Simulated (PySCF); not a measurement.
An unknown gives this computed stick spectrum. Computed with TDDFT B3LYP/def2-SVPD, vertical, gas phase, core orbitals frozen in the response (PySCF 2.14.0, density-fitted response routines). Geometries: GFN2-xTB, one conformer each. Relativistic effects are left out although some hold elements past zinc.

| state | E (eV) | f | main configurations (H = HOMO, L = LUMO) |
| --- | --- | --- | --- |
| S1 | 5.45 | 0.0009 | H→L+1 (95%) |
| S2 | 5.69 | 0.0021 | H-1→L (97%) |
| S3 | 5.84 | 0.077 | H→L (82%) |
| S4 | 6.05 | 0.061 | H-1→L+1 (86%) |
| S5 | 6.49 | 0.0035 | H→L+2 (68%), H→L+3 (12%), H-2→L (10%) |
| S6 | 6.50 | 0.0026 | H-2→L (86%) |
| S7 | 6.65 | 0.0083 | H→L+3 (81%), H→L+2 (8%) |
| S8 | 6.72 | 0.0026 | H→L+4 (81%), H→L+2 (14%) |

Triplets computed (Tamm–Dancoff): 4.08, 5.01, 5.38 eV.

Question: Which candidate is it? All have the formula C3H9BrGeSi.
A. `C=C[C@H](Br)[GeH2][SiH3]`
B. `[Br][Ge@@H]1[CH2]CC[SiH2]1`
C. `C=C[Si@H](Br)[GeH2][CH3]`
D. `C=C(Br)[Si@@H]([GeH3])C`

Answer: D. Its S1 lies at 5.45 eV; the nearest of the others has S1 at 5.14 eV. S1 is HOMO→LUMO+1 (95%). Löwdin shares by element: HOMO bromine 48%, carbon 45% or more; LUMO carbon 65% or more, silicon 8%, bromine 8% (atoms not listed hold the other 19%). At the same level the other candidates give, for their lowest levels:
- `C=C[Si@H](Br)[GeH2][CH3]`: 5.76 eV (f 0.066); 5.82 eV (f 0.039); 6.16 eV (f 0.001); 6.29 eV (f 0.017); 6.37 eV (f 0.005); T1 4.32 eV; HOMO -7.47, LUMO -0.97 eV
- `[Br][Ge@@H]1[CH2]CC[SiH2]1`: 5.14 eV (f 0.022); 5.52 eV (f 0.011); 5.98 eV (f 0.036); 6.15 eV (f 0.074); 6.37 eV (f 0.020); T1 4.72 eV; HOMO -7.09, LUMO -0.99 eV
- `C=C[C@H](Br)[GeH2][SiH3]`: 5.11 eV (f 0.029); 5.51 eV (f 0.028); 5.84 eV (f 0.010); 6.04 eV (f 0.134); 6.27 eV (f 0.017); T1 4.09 eV; HOMO -7.12, LUMO -1.11 eV

Shape of the structure used: `[CH2:1]=[C:2]([Br:3])[Si@H:4]([CH3:5])[GeH3:6]`: C1–C2–Si4–C5 122°.
